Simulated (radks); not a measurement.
The numbers below are computed, except where a source is named.
Task: The osmium ion Os+ is in [Xe] 4f14 5d(3/2: 4, 5/2: 3). Code: a radial shooting solver on a logarithmic mesh with Libxc functionals. Model: Dirac Kohn-Sham, PBE, spin-unpolarised, spherical densities, finite nucleus; Fermi nuclear charge, rms radius of each element as measured or else 0.836 A^(1/3) + 0.57 fm. Sub-shells are occupied by j as written (lower j first in brackets). One electron is removed from 5p3/2, 5d5/2, 5d3/2, 4f7/2 in turn, with full relaxation. Which removal costs least, and what does each cost?

Result: 5d5/2 16.857 eV; 5d3/2 17.994 eV; 5p3/2 59.276 eV; 4f7/2 66.328 eV. The 5d5/2 electron leaves first.
